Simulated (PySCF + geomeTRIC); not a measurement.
All values below come from B3LYP-D3(BJ)/def2-TZVP (PySCF + geomeTRIC). fastk is a local helper that only speeds up exchange builds. No frequencies were computed at this level.

```python
import json, numpy as np
from pyscf import gto, dft
from fastk import lowrank_exchange
atoms = """
N      1.746619    -0.136464     0.072403
C      0.645290     0.136909    -0.074417
S     -0.965128     0.570201    -0.304822
H     -1.426781    -0.570646     0.218295
"""
def scf(charge, spin, dm0=None):
    mol = gto.M(atom=atoms, basis='def2-tzvp', ecp={}, charge=charge, spin=spin, verbose=3, max_memory=5040)
    mf = dft.KS(mol, xc='b3lyp').density_fit(auxbasis="def2-universal-jkfit")
    mf.disp = 'd3bj'
    mf.grids.level = 3
    mf.conv_tol = 1e-8
    mf.max_cycle = 60
    mf.kernel(dm0)
    if not mf.converged:
        mf = mf.newton().run(mf.mo_coeff, mf.mo_occ).undo_soscf()
    return mf
mf = scf(0, 0)
from pyscf.geomopt.geometric_solver import kernel as optimize
path = []
done, mol = optimize(mf, maxsteps=80, assert_convergence=False, callback=lambda env: path.append((env["energy"], bool(env["g_scanner"].converged))))
res = dict(converged=bool(done and path[-1][1]), energy=path[-1][0], path=[e for e, c in path], xyz=mol.atom_coords(unit="Angstrom").tolist(), nao=mol.nao)
json.dump(res, open("result.json", "w"))
```

Output:

```
converged SCF energy = -491.69206072715
Geometry optimization cycle 1
converged SCF energy = -491.692060727629
cycle 1: E = -491.692060728  dE = -491.692  norm(grad) = 0.0312762
Geometry optimization cycle 2
converged SCF energy = -491.692489250866
cycle 2: E = -491.692489251  dE = -0.000428523  norm(grad) = 0.00481008
Geometry optimization cycle 3
converged SCF energy = -491.692524161317
cycle 3: E = -491.692524161  dE = -3.49105e-05  norm(grad) = 0.00195897
Geometry optimization cycle 4
converged SCF energy = -491.692535857687
cycle 4: E = -491.692535858  dE = -1.16964e-05  norm(grad) = 0.00142217
Geometry optimization cycle 5
converged SCF energy = -491.692541956061
cycle 5: E = -491.692541956  dE = -6.09837e-06  norm(grad) = 0.00016383
Geometry optimization cycle 6
converged SCF energy = -491.692542006424
cycle 6: E = -491.692542006  dE = -5.03638e-08  norm(grad) = 4.87168e-05
<class 'geometric.internal.Distance'> : 3
<class 'geometric.internal.Angle'> : 1
<class 'geometric.internal.LinearAngle'> : 2
<class 'geometric.internal.TranslationX'> : 1
<class 'geometric.internal.TranslationY'> : 1
<class 'geometric.internal.TranslationZ'> : 1
<class 'geometric.internal.RotationA'> : 1
<class 'geometric.internal.RotationB'> : 1
<class 'geometric.internal.RotationC'> : 1
Step    0 : Gradient = 1.564e-02/2.454e-02 (rms/max) Energy = -491.6920607276
Step    1 : Displace = 2.783e-02/4.402e-02 (rms/max) Trust = 1.000e-01 (=) Grad = 2.405e-03/3.679e-03 (rms/max) E (change) = -491.6924892509 (-4.285e-04) Quality = 0.945
Step    2 : Displace = 4.989e-03/6.612e-03 (rms/max) Trust = 1.414e-01 (+) Grad = 9.795e-04/1.444e-03 (rms/max) E (change) = -491.6925241613 (-3.491e-05) Quality = 1.163
Step    3 : Displace = 3.259e-03/4.568e-03 (rms/max) Trust = 2.000e-01 (+) Grad = 7.111e-04/9.961e-04 (rms/max) E (change) = -491.6925358577 (-1.170e-05) Quality = 1.519
Step    4 : Displace = 4.881e-03/5.653e-03 (rms/max) Trust = 2.828e-01 (+) Grad = 8.191e-05/1.187e-04 (rms/max) E (change) = -491.6925419561 (-6.098e-06) Quality = 1.023
Step    5 : Displace = 3.441e-04/5.270e-04 (rms/max) Trust = 3.000e-01 (+) Grad = 2.436e-05/4.069e-05 (rms/max) E (change) = -491.6925420064 (-5.036e-08) Quality = 0.907
Converged! =D
```

Cost: very roughly 40 core-seconds.
